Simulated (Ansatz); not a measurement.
Relaxation of Ir₂₀ (relaxed from a model of Ir20 flat piece, whose bonding it doesn't keep) (charge 0, singlet) with RKS PBE-D4/def2-SVP in Ansatz.

Positions (Å) and forces (eV/Å) at steps 15, 16, 17, 18, 19, 20, 21, 22, 23, 24, 25, 26, 27, 28, 29 of 50:

```xyz
20
step=15 energy=-56838.4776 eV
Ir   -3.836   -4.060   -0.614    0.044   -0.048   -0.096
Ir   -3.152   -1.849   -0.097    0.172    0.033    0.053
Ir   -4.419    0.026    0.788    0.021   -0.065    0.107
Ir   -3.209    1.848   -0.116    0.137   -0.142    0.043
Ir   -3.654    4.010   -0.947    0.076    0.058   -0.194
Ir   -1.634   -4.098    0.368    0.001    0.032   -0.134
Ir   -0.536   -1.905   -0.106    0.082   -0.241   -0.096
Ir   -1.753   -0.014    1.033    0.052    0.107    0.196
Ir   -0.557    1.894   -0.134   -0.175    0.123    0.077
Ir   -1.676    4.086    0.393    0.113    0.007   -0.085
Ir    0.673   -4.116   -0.427    0.116   -0.089    0.207
Ir    1.995   -1.765   -0.732    0.005   -0.240    0.244
Ir    0.847    0.003    0.586   -0.082    0.002    0.129
Ir    1.993    1.776   -0.684   -0.028    0.228   -0.055
Ir    0.655    4.130   -0.291   -0.003    0.014    0.076
Ir    2.828   -3.676    0.644   -0.171    0.686   -0.496
Ir    4.515   -2.158   -0.393   -0.281   -0.391    0.199
Ir    3.647   -0.014    0.268   -0.028    0.070   -0.209
Ir    4.481    2.188   -0.269   -0.080    0.152    0.072
Ir    2.777    3.644    0.756    0.027   -0.297   -0.038
20
step=16 energy=-56838.6384 eV
Ir   -3.828   -4.016   -0.713    0.151    0.108   -0.022
Ir   -3.120   -1.832   -0.063    0.025   -0.172    0.052
Ir   -4.386    0.015    0.887    0.053   -0.047    0.038
Ir   -3.190    1.817   -0.081    0.105    0.160   -0.039
Ir   -3.575    3.933   -1.108    0.265   -0.260    0.124
Ir   -1.655   -4.125    0.328   -0.051    0.152   -0.070
Ir   -0.522   -1.926   -0.062    0.062   -0.015   -0.048
Ir   -1.716   -0.019    1.107    0.043    0.089   -0.006
Ir   -0.566    1.917   -0.072   -0.069    0.041    0.006
Ir   -1.685    4.121    0.357   -0.149   -0.013   -0.167
Ir    0.665   -4.143   -0.411    0.108   -0.041    0.125
Ir    1.976   -1.757   -0.765   -0.064   -0.123    0.108
Ir    0.858    0.014    0.578   -0.071   -0.117    0.176
Ir    1.961    1.797   -0.724   -0.017    0.247   -0.064
Ir    0.664    4.147   -0.239   -0.048   -0.022    0.112
Ir    2.768   -3.588    0.701   -0.116    0.312   -0.307
Ir    4.493   -2.199   -0.389   -0.233   -0.127    0.123
Ir    3.656    0.004    0.141    0.048   -0.011   -0.108
Ir    4.453    2.241   -0.309   -0.092   -0.003    0.121
Ir    2.732    3.548    0.860    0.051   -0.156   -0.154
20
step=17 energy=-56838.7064 eV
Ir   -3.784   -3.978   -0.814    0.206    0.175    0.126
Ir   -3.107   -1.830   -0.005   -0.096   -0.201   -0.114
Ir   -4.360    0.006    0.978    0.009   -0.019    0.048
Ir   -3.169    1.781   -0.055    0.019    0.224   -0.181
Ir   -3.501    3.826   -1.255    0.319   -0.339    0.318
Ir   -1.666   -4.106    0.331   -0.143    0.023   -0.134
Ir   -0.518   -1.914   -0.054   -0.005    0.077    0.090
Ir   -1.688   -0.017    1.162    0.044    0.065   -0.014
Ir   -0.568    1.924   -0.036    0.059    0.039    0.006
Ir   -1.714    4.127    0.321   -0.219    0.006   -0.126
Ir    0.647   -4.147   -0.410    0.061   -0.008    0.122
Ir    1.944   -1.742   -0.801   -0.046    0.061   -0.024
Ir    0.873    0.021    0.600   -0.037   -0.079    0.044
Ir    1.945    1.821   -0.734   -0.030    0.154    0.001
Ir    0.657    4.158   -0.168   -0.012   -0.094   -0.068
Ir    2.706   -3.516    0.723   -0.043    0.007   -0.136
Ir    4.455   -2.230   -0.411   -0.082    0.018    0.071
Ir    3.651    0.000    0.067    0.064    0.022   -0.042
Ir    4.448    2.247   -0.308   -0.082   -0.035    0.020
Ir    2.732    3.517    0.894    0.016   -0.095   -0.006
20
step=18 energy=-56838.7381 eV
Ir   -3.775   -3.915   -0.891    0.075    0.135    0.014
Ir   -3.099   -1.802    0.001   -0.116   -0.146    0.022
Ir   -4.338   -0.001    1.061    0.013   -0.069   -0.037
Ir   -3.142    1.725   -0.052   -0.014    0.189   -0.079
Ir   -3.386    3.708   -1.358    0.200   -0.189    0.304
Ir   -1.697   -4.092    0.301   -0.041    0.039    0.036
Ir   -0.512   -1.905   -0.003   -0.060    0.065    0.011
Ir   -1.666   -0.013    1.221   -0.014    0.025   -0.012
Ir   -0.562    1.921    0.001    0.045    0.019    0.022
Ir   -1.726    4.121    0.325   -0.137   -0.025   -0.286
Ir    0.628   -4.148   -0.384    0.061   -0.003   -0.081
Ir    1.919   -1.718   -0.823   -0.014   -0.005    0.054
Ir    0.889    0.027    0.634    0.019   -0.033    0.000
Ir    1.923    1.830   -0.752   -0.007    0.054    0.002
Ir    0.646    4.153   -0.172   -0.015    0.008    0.117
Ir    2.680   -3.479    0.717   -0.011   -0.042    0.032
Ir    4.432   -2.227   -0.428   -0.010    0.065   -0.031
Ir    3.652    0.015    0.014    0.069   -0.037   -0.012
Ir    4.424    2.272   -0.318   -0.042   -0.027    0.054
Ir    2.694    3.477    0.931    0.000   -0.022   -0.129
20
step=19 energy=-56838.7551 eV
Ir   -3.750   -3.885   -0.937    0.021    0.065   -0.003
Ir   -3.107   -1.804    0.032   -0.081    0.004    0.003
Ir   -4.338   -0.005    1.095    0.008   -0.049   -0.012
Ir   -3.134    1.706   -0.040    0.013    0.052   -0.028
Ir   -3.359    3.630   -1.411    0.075   -0.056    0.068
Ir   -1.702   -4.087    0.294    0.010   -0.031    0.029
Ir   -0.521   -1.893    0.020    0.002   -0.008   -0.003
Ir   -1.663   -0.007    1.252   -0.010    0.001    0.014
Ir   -0.555    1.930    0.036   -0.037    0.009   -0.046
Ir   -1.737    4.134    0.269   -0.022   -0.012   -0.018
Ir    0.619   -4.137   -0.405    0.020    0.033   -0.034
Ir    1.904   -1.707   -0.819    0.003    0.001    0.031
Ir    0.892    0.031    0.656    0.041   -0.027    0.037
Ir    1.917    1.837   -0.746   -0.017    0.010    0.029
Ir    0.649    4.160   -0.148    0.015    0.003   -0.062
Ir    2.669   -3.482    0.705    0.001   -0.034    0.009
Ir    4.418   -2.230   -0.447   -0.010    0.027   -0.049
Ir    3.659    0.014   -0.003   -0.028   -0.009    0.037
Ir    4.422    2.272   -0.320   -0.020    0.002   -0.001
Ir    2.701    3.472    0.939    0.015    0.019   -0.002
20
step=20 energy=-56838.7653 eV
Ir   -3.720   -3.853   -0.981    0.029    0.024    0.014
Ir   -3.118   -1.800    0.060   -0.039    0.055   -0.007
Ir   -4.345   -0.008    1.127   -0.007   -0.017    0.017
Ir   -3.133    1.691   -0.023   -0.003   -0.063   -0.003
Ir   -3.315    3.569   -1.448   -0.027    0.033   -0.056
Ir   -1.700   -4.083    0.291    0.007   -0.058   -0.056
Ir   -0.531   -1.880    0.043    0.028   -0.068    0.026
Ir   -1.667   -0.002    1.285    0.003    0.002   -0.001
Ir   -0.556    1.925    0.047   -0.028    0.041    0.043
Ir   -1.734    4.135    0.242    0.054    0.018    0.013
Ir    0.614   -4.117   -0.438   -0.017    0.050    0.057
Ir    1.889   -1.689   -0.805   -0.003    0.030    0.025
Ir    0.892    0.033    0.696   -0.011    0.022    0.009
Ir    1.912    1.827   -0.731    0.023   -0.052    0.008
Ir    0.651    4.155   -0.178    0.005   -0.028   -0.015
Ir    2.669   -3.491    0.682    0.029   -0.052   -0.056
Ir    4.403   -2.225   -0.482    0.001   -0.026    0.000
Ir    3.657    0.011    0.021   -0.058    0.010   -0.016
Ir    4.416    2.266   -0.312    0.019    0.025    0.000
Ir    2.699    3.485    0.929   -0.003    0.055   -0.002
20
step=21 energy=-56838.7835 eV
Ir   -3.672   -3.766   -1.093    0.137    0.085    0.123
Ir   -3.137   -1.782    0.111    0.033   -0.007   -0.073
Ir   -4.357   -0.012    1.198    0.005    0.040    0.027
Ir   -3.125    1.648   -0.003    0.012   -0.079   -0.011
Ir   -3.239    3.440   -1.535   -0.058    0.053   -0.061
Ir   -1.713   -4.090    0.258   -0.035   -0.005   -0.130
Ir   -0.546   -1.872    0.127    0.044   -0.186    0.010
Ir   -1.675    0.009    1.364   -0.013   -0.012   -0.015
Ir   -0.557    1.928    0.104   -0.055    0.097    0.075
Ir   -1.736    4.149    0.169    0.087   -0.021    0.001
Ir    0.602   -4.091   -0.478   -0.051    0.100    0.098
Ir    1.858   -1.665   -0.751    0.016   -0.021    0.062
Ir    0.888    0.037    0.786    0.010    0.067   -0.036
Ir    1.898    1.814   -0.687    0.059   -0.113    0.025
Ir    0.650    4.154   -0.240   -0.014   -0.085    0.036
Ir    2.700   -3.551    0.607    0.006    0.062   -0.122
Ir    4.382   -2.212   -0.562   -0.082   -0.043    0.005
Ir    3.654    0.006    0.050   -0.057   -0.023    0.065
Ir    4.406    2.261   -0.296    0.021    0.057   -0.073
Ir    2.702    3.543    0.896   -0.065    0.034   -0.005
20
step=22 energy=-56838.7938 eV
Ir   -3.606   -3.645   -1.231    0.332    0.267    0.419
Ir   -3.147   -1.745    0.153    0.102   -0.207   -0.222
Ir   -4.369   -0.013    1.276    0.026    0.102   -0.001
Ir   -3.112    1.591    0.006    0.053    0.027   -0.093
Ir   -3.179    3.299   -1.630    0.046   -0.020    0.181
Ir   -1.728   -4.097    0.209   -0.115    0.144   -0.283
Ir   -0.556   -1.869    0.248   -0.008   -0.349   -0.072
Ir   -1.687    0.020    1.463   -0.087   -0.018    0.001
Ir   -0.558    1.929    0.190   -0.150    0.220   -0.006
Ir   -1.735    4.160    0.070    0.055   -0.213   -0.096
Ir    0.592   -4.052   -0.520   -0.035    0.201    0.202
Ir    1.818   -1.623   -0.682    0.139   -0.158    0.184
Ir    0.882    0.043    0.912    0.041    0.050   -0.041
Ir    1.879    1.773   -0.637    0.071   -0.086    0.128
Ir    0.653    4.138   -0.311   -0.028   -0.176    0.076
Ir    2.740   -3.605    0.515   -0.056    0.224   -0.298
Ir    4.350   -2.184   -0.671   -0.268    0.064    0.166
Ir    3.648    0.000    0.129   -0.025   -0.125   -0.136
Ir    4.389    2.246   -0.316   -0.031    0.048   -0.007
Ir    2.709    3.586    0.849   -0.062    0.004   -0.101
20
step=23 energy=-56838.8149 eV
Ir   -3.612   -3.629   -1.229    0.227    0.204    0.240
Ir   -3.134   -1.727    0.134    0.013   -0.190   -0.141
Ir   -4.368   -0.007    1.269    0.026    0.059   -0.005
Ir   -3.110    1.585   -0.008   -0.030    0.073   -0.074
Ir   -3.217    3.322   -1.612    0.045   -0.039    0.111
Ir   -1.734   -4.089    0.198   -0.074    0.057   -0.145
Ir   -0.551   -1.874    0.249   -0.008   -0.218   -0.042
Ir   -1.688    0.017    1.464   -0.033   -0.005    0.024
Ir   -0.561    1.918    0.181   -0.063    0.141    0.024
Ir   -1.741    4.140    0.079    0.016   -0.115   -0.050
Ir    0.592   -4.053   -0.501   -0.024    0.125    0.069
Ir    1.827   -1.630   -0.668    0.075   -0.096    0.098
Ir    0.884    0.040    0.916    0.044    0.044   -0.006
Ir    1.882    1.766   -0.630    0.052   -0.060    0.064
Ir    0.646    4.125   -0.304    0.003   -0.102    0.012
Ir    2.748   -3.611    0.513   -0.024    0.128   -0.129
Ir    4.355   -2.185   -0.658   -0.171    0.066    0.074
Ir    3.655    0.001    0.126    0.004   -0.099   -0.047
Ir    4.392    2.248   -0.329   -0.026    0.027   -0.041
Ir    2.716    3.593    0.834   -0.054   -0.001   -0.035
20
step=24 energy=-56838.8422 eV
Ir   -3.549   -3.522   -1.323    0.155    0.161    0.175
Ir   -3.121   -1.691    0.140   -0.090   -0.136   -0.142
Ir   -4.373    0.004    1.293    0.004    0.003   -0.001
Ir   -3.103    1.562   -0.008   -0.073    0.060   -0.066
Ir   -3.230    3.283   -1.629    0.050   -0.061    0.113
Ir   -1.744   -4.083    0.151   -0.070   -0.028   -0.083
Ir   -0.550   -1.883    0.315   -0.023   -0.067   -0.015
Ir   -1.700    0.015    1.520    0.007    0.020    0.063
Ir   -0.568    1.903    0.228    0.039    0.019   -0.007
Ir   -1.745    4.112    0.049   -0.051    0.008   -0.066
Ir    0.590   -4.025   -0.507    0.008    0.034    0.008
Ir    1.819   -1.617   -0.604    0.041   -0.027   -0.012
Ir    0.882    0.036    0.998    0.022    0.029    0.048
Ir    1.869    1.720   -0.594    0.045    0.014    0.028
Ir    0.635    4.085   -0.350    0.040   -0.019    0.015
Ir    2.766   -3.636    0.480    0.004    0.013    0.000
Ir    4.337   -2.176   -0.682   -0.074    0.090    0.007
Ir    3.668    0.002    0.150    0.054   -0.064    0.010
Ir    4.378    2.246   -0.384   -0.064   -0.026   -0.036
Ir    2.721    3.614    0.780   -0.025   -0.021   -0.039
20
step=25 energy=-56838.8683 eV
Ir   -3.470   -3.389   -1.441    0.168    0.185    0.253
Ir   -3.119   -1.641    0.137   -0.089   -0.141   -0.172
Ir   -4.390    0.006    1.340   -0.022   -0.029    0.007
Ir   -3.110    1.531    0.007   -0.067    0.046   -0.096
Ir   -3.242    3.208   -1.655    0.045   -0.091    0.094
Ir   -1.754   -4.074    0.088   -0.048    0.033   -0.100
Ir   -0.561   -1.881    0.380   -0.049   -0.063   -0.001
Ir   -1.719    0.016    1.595    0.015    0.023   -0.004
Ir   -0.581    1.877    0.266    0.101    0.032    0.061
Ir   -1.748    4.083   -0.010   -0.048    0.006    0.006
Ir    0.597   -3.986   -0.501    0.020    0.039    0.004
Ir    1.805   -1.588   -0.534    0.004    0.038   -0.033
Ir    0.874    0.033    1.105   -0.040    0.057    0.071
Ir    1.856    1.663   -0.545    0.043    0.018    0.017
Ir    0.635    4.038   -0.376    0.080   -0.072   -0.050
Ir    2.796   -3.643    0.451    0.014   -0.090    0.004
Ir    4.311   -2.148   -0.734   -0.037    0.099    0.058
Ir    3.684   -0.003    0.208    0.059    0.029   -0.132
Ir    4.364    2.222   -0.470   -0.139   -0.102    0.057
Ir    2.753    3.628    0.712   -0.008   -0.018   -0.044
20
step=26 energy=-56838.8974 eV
Ir   -3.379   -3.253   -1.547    0.204    0.164    0.368
Ir   -3.119   -1.586    0.127   -0.068   -0.076   -0.179
Ir   -4.408    0.012    1.380    0.016   -0.041   -0.008
Ir   -3.103    1.495    0.020   -0.001   -0.061   -0.046
Ir   -3.210    3.132   -1.679    0.038   -0.084    0.160
Ir   -1.761   -4.066    0.031   -0.037    0.121   -0.203
Ir   -0.574   -1.881    0.437   -0.045   -0.061    0.014
Ir   -1.738    0.010    1.670   -0.027    0.024   -0.013
Ir   -0.582    1.875    0.361    0.061    0.008   -0.103
Ir   -1.747    4.067   -0.039    0.027    0.031   -0.124
Ir    0.599   -3.946   -0.517    0.043    0.001    0.070
Ir    1.797   -1.568   -0.456    0.011    0.057   -0.089
Ir    0.866    0.023    1.217   -0.109    0.051    0.053
Ir    1.830    1.602   -0.498    0.036    0.062    0.089
Ir    0.625    3.985   -0.470    0.040   -0.049    0.166
Ir    2.819   -3.680    0.412   -0.053   -0.020   -0.025
Ir    4.292   -2.136   -0.759   -0.064    0.083    0.021
Ir    3.706   -0.002    0.229    0.163    0.059   -0.048
Ir    4.326    2.218   -0.540   -0.191   -0.167    0.092
Ir    2.743    3.650    0.644   -0.044   -0.100   -0.194
20
step=27 energy=-56838.9596 eV
Ir   -3.295   -3.101   -1.637    0.194    0.097    0.394
Ir   -3.118   -1.523    0.120    0.038   -0.029   -0.204
Ir   -4.433    0.007    1.436    0.014   -0.051    0.065
Ir   -3.117    1.436    0.026    0.019   -0.109   -0.147
Ir   -3.214    3.038   -1.697    0.046   -0.080    0.166
Ir   -1.757   -4.045   -0.047   -0.033    0.191   -0.205
Ir   -0.585   -1.875    0.497   -0.071   -0.038   -0.073
Ir   -1.761    0.011    1.745   -0.024    0.030    0.011
Ir   -0.598    1.843    0.390    0.074    0.064   -0.036
Ir   -1.745    4.031   -0.098    0.098    0.011   -0.091
Ir    0.612   -3.888   -0.534    0.108   -0.002    0.118
Ir    1.781   -1.516   -0.397   -0.091    0.305   -0.063
Ir    0.847    0.022    1.336   -0.242    0.053    0.118
Ir    1.821    1.534   -0.435   -0.030   -0.125   -0.057
Ir    0.631    3.927   -0.497    0.107   -0.164    0.155
Ir    2.834   -3.665    0.397   -0.032   -0.118   -0.119
Ir    4.257   -2.107   -0.810   -0.065    0.011    0.133
Ir    3.738   -0.012    0.285    0.215    0.128   -0.209
Ir    4.306    2.175   -0.623   -0.285   -0.174    0.186
Ir    2.781    3.658    0.565   -0.040    0.001   -0.142
20
step=28 energy=-56839.1239 eV
Ir   -3.216   -2.943   -1.721    0.204    0.022    0.454
Ir   -3.125   -1.445    0.110    0.400   -0.135   -0.358
Ir   -4.460    0.007    1.507   -0.077   -0.020    0.198
Ir   -3.128    1.348    0.013    0.017   -0.316   -0.326
Ir   -3.207    2.934   -1.715    0.070   -0.067    0.323
Ir   -1.746   -4.002   -0.127   -0.145    0.363   -0.140
Ir   -0.605   -1.835    0.522   -0.103   -0.128    0.012
Ir   -1.796    0.011    1.838    0.043    0.110    0.009
Ir   -0.618    1.803    0.435    0.029    0.196    0.067
Ir   -1.728    3.992   -0.168    0.194    0.055   -0.161
Ir    0.628   -3.801   -0.561    0.184    0.104   -0.063
Ir    1.777   -1.437   -0.308   -0.177    0.754   -0.059
Ir    0.815    0.025    1.494   -0.463    0.033    0.038
Ir    1.800    1.428   -0.370   -0.094   -0.502   -0.209
Ir    0.646    3.837   -0.543    0.212   -0.346    0.284
Ir    2.853   -3.661    0.366    0.082   -0.199   -0.116
Ir    4.230   -2.082   -0.852   -0.266   -0.159    0.270
Ir    3.809   -0.010    0.322    0.269    0.201   -0.395
Ir    4.256    2.146   -0.734   -0.430   -0.153    0.446
Ir    2.797    3.633    0.514    0.050    0.187   -0.273
20
step=29 energy=-56839.4312 eV
Ir   -3.158   -2.911   -1.750    0.173   -0.111    0.404
Ir   -3.063   -1.436    0.092    0.669   -0.025   -0.232
Ir   -4.461   -0.038    1.510   -0.236    0.007    0.218
Ir   -3.117    1.223   -0.061    0.319   -0.004    0.002
Ir   -3.217    2.909   -1.683    0.145   -0.070    0.128
Ir   -1.720   -3.982   -0.136   -0.221    0.113   -0.306
Ir   -0.589   -1.852    0.638   -0.058   -0.014   -0.381
Ir   -1.822    0.028    1.896   -0.139   -0.044   -0.058
Ir   -0.641    1.817    0.482   -0.081    0.333   -0.144
Ir   -1.685    4.016   -0.228   -0.018   -0.058    0.102
Ir    0.622   -3.683   -0.715    0.098    0.192    0.438
Ir    1.748   -1.333   -0.250    0.115    0.446    0.008
Ir    0.764    0.058    1.609   -0.164   -0.024    0.084
Ir    1.790    1.364   -0.312   -0.129   -0.502   -0.011
Ir    0.681    3.774   -0.558    0.046   -0.457   -0.131
Ir    2.771   -3.658    0.388   -0.076   -0.095   -0.415
Ir    4.148   -2.134   -0.868   -0.453   -0.012    0.323
Ir    3.886   -0.019    0.277    0.122    0.243   -0.203
Ir    4.215    2.146   -0.782   -0.312   -0.031    0.198
Ir    2.830    3.661    0.475    0.201    0.113   -0.025
```

In the def2 sets Ir takes a core potential; there is no spin–orbit coupling. Single mean-field runs in def2-SVP are fitted with def2-universal-jkfit. The restricted singlet is unstable towards broken spin symmetry at other levels; at PBE-D4/def2-SVP this wasn't settled. Another isomer (singlet) lies 4.94 eV lower at PBE0-D4/def2-TZVP; other spin states weren't run for this one.
